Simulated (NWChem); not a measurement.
System: BH2SF; SMILES FBS

Input file for NWChem:

```
start job
memory heap 200 mb stack 900 mb global 1100 mb
geometry units angstroms noautosym nocenter noautoz
  B     -0.521309    -0.593864     0.000000
  F      0.306758    -1.638921     0.000000
  H     -1.721153    -0.786487     0.000000
  S      0.204461     1.060535     0.000000
  H     -0.995355     1.702711     0.000000
end
basis spherical
  * library aug-cc-pvdz
end
dft
  xc pbe0
  iterations 150
end
property
  response 1 0.0428
end
task dft property
```

Geometry: optimised at PBE-D3(BJ)/def2-SVP.

Field at 1065 nm.

**Question.** Predict the main results of this run. (PBE0/aug-cc-pVDZ.) Quantities: isotropic polarisability (bohr³); anisotropy (bohr³).

**Answer.** 
```yaml
isotropic polarisability (bohr³): 37.2
anisotropy (bohr³): 13.8
```
